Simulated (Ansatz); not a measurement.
Ansatz (a quantum-chemistry and plane-wave program) input (B3LYP-D3(BJ)/def2-TZVP):

Ansatz 0.2 input:
```yaml
crystal:
  periodic: [false, false, false]
  atoms:
    - {symbol: C, position_ang: [-0.18928698, -0.00864671, 0.00381533]}
    - {symbol: Br, position_ang: [1.56746389, 0.51418037, -0.06909818]}
    - {symbol: H, position_ang: [-0.65377294, -0.08674235, 0.96429212]}
    - {symbol: H, position_ang: [-0.65342656, -0.34804575, -0.89828166]}
basis:
  gaussian:
    orbitals: def2-TZVP
hamiltonian:
  xc: b3lyp
  dispersion: d3bj
magnetization: {spin_polarized: true, initial_magnetization: 1}
relax: {f_tol: 0.002, max_steps: 150}
```

Output:

```
Functional definition: B3LYP
integrals: 0.02 GiB planned
681 factors; their error is unknown
mean field: 0.33 GiB planned
mean field evaluation 1: about -71108.5257 eV, gradient 3.6e1 eV
mean field evaluation 2: about -71100.1941 eV, gradient 5.1e1 eV
mean field evaluation 4: about -71115.0512 eV, gradient 1.9e0 eV
mean field evaluation 8: about -71115.4143 eV, gradient 6.8e-2 eV
mean field evaluation 16: about -71115.4143 eV, gradient 2.4e-5 eV
mean field -71115.41433383 eV, -2613.4432730090 hartree, gradient 2.4e-5 eV, S^2 0.754897; 0 other end points of the search recorded, 0 dependent functions left out
the calculation of the forces begins
reference -71115.41452273 eV, -2613.4432799512 hartree; 22, 21 occupied and 69, 70 virtual orbitals, 681 factors
relax step   1: F+E_penalty+E_count = -71115.50970917 eV  Δ(F+E_penalty+E_count) = +0.000e0 eV  max|allowed force component| = 4.348e-1 eV/Å  Δτ_max = 0.0000 Å  (28 SCF iters, accepted)
these checks for a lower state are left out or cut short: starts, cluster_reference, orbital_swaps, neighbouring_geometries, increment
integrals: 0.02 GiB planned
681 factors; their error is unknown
mean field: 0.33 GiB planned
mean field -71115.42078760 eV, -2613.4435101808 hartree, gradient 1.2e-5 eV, S^2 0.755013; 0 other end points of the search recorded, 0 dependent functions left out
the calculation of the forces begins
reference -71115.42097629 eV, -2613.4435171149 hartree; 22, 21 occupied and 69, 70 virtual orbitals, 681 factors
relax step   2: F+E_penalty+E_count = -71115.51599986 eV  Δ(F+E_penalty+E_count) = -6.291e-3 eV  max|allowed force component| = 2.136e-1 eV/Å  Δτ_max = 0.0324 Å  (33 SCF iters, accepted)
these checks for a lower state are left out or cut short: starts, cluster_reference, orbital_swaps, neighbouring_geometries, increment
integrals: 0.02 GiB planned
681 factors; their error is unknown
mean field: 0.33 GiB planned
mean field -71115.42077470 eV, -2613.4435097066 hartree, gradient 2.2e-5 eV, S^2 0.755036; 0 other end points of the search recorded, 0 dependent functions left out
the calculation of the forces begins
reference -71115.42096387 eV, -2613.4435166587 hartree; 22, 21 occupied and 69, 70 virtual orbitals, 681 factors
relax step   3: F+E_penalty+E_count = -71115.51597914 eV  Δ(F+E_penalty+E_count) = +2.072e-5 eV  max|allowed force component| = 2.730e-1 eV/Å  Δτ_max = 0.0138 Å  (32 SCF iters, rejected (line search))
these checks for a lower state are left out or cut short: starts, cluster_reference, orbital_swaps, neighbouring_geometries, increment
integrals: 0.02 GiB planned
681 factors; their error is unknown
mean field: 0.33 GiB planned
mean field evaluation 32: about -71115.0796 eV, gradient 1.1e-3 eV
mean field -71115.42201157 eV, -2613.4435551610 hartree, gradient 2.3e-5 eV, S^2 0.755042; 0 other end points of the search recorded, 0 dependent functions left out
the calculation of the forces begins
reference -71115.42220053 eV, -2613.4435621048 hartree; 22, 21 occupied and 69, 70 virtual orbitals, 681 factors
relax step   4: F+E_penalty+E_count = -71115.51719267 eV  Δ(F+E_penalty+E_count) = -1.193e-3 eV  max|allowed force component| = 1.079e-2 eV/Å  Δτ_max = 0.0068 Å  (32 SCF iters, accepted)
these checks for a lower state are left out or cut short: starts, cluster_reference, orbital_swaps, neighbouring_geometries, increment
integrals: 0.02 GiB planned
681 factors; their error is unknown
mean field: 0.33 GiB planned
mean field -71115.42202302 eV, -2613.4435555816 hartree, gradient 2.3e-5 eV, S^2 0.755044; 0 other end points of the search recorded, 0 dependent functions left out
the calculation of the forces begins
reference -71115.42221197 eV, -2613.4435625253 hartree; 22, 21 occupied and 69, 70 virtual orbitals, 681 factors
relax step   5: F+E_penalty+E_count = -71115.51719911 eV  Δ(F+E_penalty+E_count) = -6.439e-6 eV  max|allowed force component| = 4.058e-4 eV/Å  Δτ_max = 0.0033 Å  (32 SCF iters, accepted)
integrals: 0.02 GiB planned
681 factors; their error is unknown
mean field: 0.33 GiB planned
mean field evaluation 64: about -71115.4220 eV, gradient 2.7e-4 eV
mean field -71115.42202302 eV, -2613.4435555816 hartree, gradient 2.3e-5 eV, S^2 0.755044; 1 other end points of the search recorded, 0 dependent functions left out
the calculation of the forces begins
reference -71115.42221197 eV, -2613.4435625253 hartree; 22, 21 occupied and 69, 70 virtual orbitals, 681 factors
Total energy: -71115.51738806 eV, -2613.4470601821 hartree
Atom 0 at    -0.185383    -0.047279     0.009251 Å, force    -0.000217    -0.000406     0.000047 eV/Å
Atom 1 at     1.577628     0.525802    -0.070756 Å, force     0.000402     0.000202    -0.000026 eV/Å
Atom 2 at    -0.660840    -0.071551     0.974491 Å, force    -0.000093     0.000072    -0.000220 eV/Å
Atom 3 at    -0.660427    -0.336226    -0.912259 Å, force    -0.000093     0.000131     0.000199 eV/Å
Dipole moment:    -0.191919    -0.063153     0.008817 e Å
```

It need not be the lowest isomer of its formula.
